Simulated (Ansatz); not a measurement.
Ideal-gas functions of `C[Se][SiH]F` radical at 400 K and 1 bar, from an Ansatz frequency run at PBE0-D4/def2-TZVP.

Molar mass 142.09 g/mol, point group C1 (symmetry number 1), electronic degeneracy 2, moments of inertia 76.222, 241.37, 290.116 u Å². Harmonic wavenumbers (cm⁻¹, unscaled): 64, 96, 149, 214, 404, 604, 624, 762, 862, 917, 935, 1307, 1462, 1469, 2178, 3083, 3185, 3192.

Use S(trans) = R[1.5 ln M + 2.5 ln T − 1.1517]; rotational temperatures θ = 24.2544 K / I; S(rot) = R[ln(√π/σ · √(T³/θAθBθC)) + 1.5]; for each mode x = 1.438777 ν̃/T, S = R[x/(eˣ − 1) − ln(1 − e⁻ˣ)] and H = RT x/(eˣ − 1); 1 cm⁻¹ = 0.0119627 kJ/mol; R = 8.31446 J/(mol·K).

Q: By hand: the entropy, in J/(mol·K).

A: Translation 176.8. Rotation: θ = 0.3182, 0.1005, 0.0836 K, giving 116.6. Vibration, mode by mode: 20.54, 17.20, 13.60, 10.69, 5.90, 3.33, 3.14, 2.13, 1.60, 1.36, 1.30, 0.43, 0.27, 0.27, 0.03, 0.00, 0.00, 0.00, in all 81.8. Electronic 5.8. Sum 381.0 J/(mol·K).

Q: By hand: H − E and G − E in kJ/mol, counted from the electronic energy.

A: Zero-point energy ½ × 21507 × 0.0119627 = 128.6; thermal vibration 16.0; translation, rotation and pV give 4 RT = 13.3. H − E = 157.9 kJ/mol, and G − E = 157.9 − 400 × 381.0/1000 = 5.5 kJ/mol.

Vibration gives 21 % of the entropy, 51.3 J/(mol·K) of it from the modes under 150 cm⁻¹: soft modes count most, and the harmonic formula is weakest for them. The sum counts one conformer and one mirror image; others add a mixing term.
